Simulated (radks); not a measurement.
Q: These are the eigenvalues of the occupied orbitals of an atom or ion with whole-number occupations (hartree). All-electron calculation, non-relativistic Kohn-Sham, exchange-only B88, spin-polarised, spherical densities, point nucleus. Program: a radial shooting solver on a logarithmic mesh with Libxc functionals.

1s up: -1460.940
1s down: -1459.507
2s up: -335.1784
2s down: -332.8333
2p up: -328.3138

Which element is it, and in what charge state? The configuration may be excited. Open shells, if any, are filled with parallel spins first.

A: Z = 56, barium, charge +49: Ba49+ in [He] 2s2 2p3. The list shows which subshells hold electrons but not how many an open one holds; the 1s level, -1460.9 hartree, gives Z - s = 54.1 by -(Z - s)^2/2, which with screening narrows Z to a few neighbours, and the depths of the outer levels then fix element, charge and occupations together.
